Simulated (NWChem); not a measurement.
System: CH$_{7}$N$_{2}$Sc; SMILES [NH2][Sc]([NH2])[CH3]

```xyz
11

Sc     0.0005    -0.0522    -0.0027
N     -1.7383    -0.9775     0.0015
H     -2.6481    -0.5170    -0.0031
H     -1.9149    -1.9807     0.0065
N      1.6839    -1.0744     0.0015
H      2.6183    -0.6664    -0.0029
H      1.8030    -2.0861     0.0064
C      0.0560     2.1603     0.0006
H      1.0515     2.5727    -0.2496
H     -0.2130     2.5743     0.9923
H     -0.6614     2.6016    -0.7178
```
Atoms are numbered in this order, from 1.

Program: NWChem. All runs use the structure optimised with PBE0/def2-SVP. Not confirmed as a minimum by frequencies. Total energies compare along this basis series because the functional is fixed.

```
level          basis functions  energy (Ha)  highest occupied level (eV)  orbital gap (eV)  dipole (D)
-------------  ---------------  -----------  ---------------------------  ----------------  ----------
PBE/def2-SVP               108    -911.9587                        -4.99              3.21        1.81
PBE/def2-SVPD              150    -911.9859                        -5.30              3.18        1.50
PBE/def2-TZVP              180    -912.2412                        -5.26              3.19        1.58
```
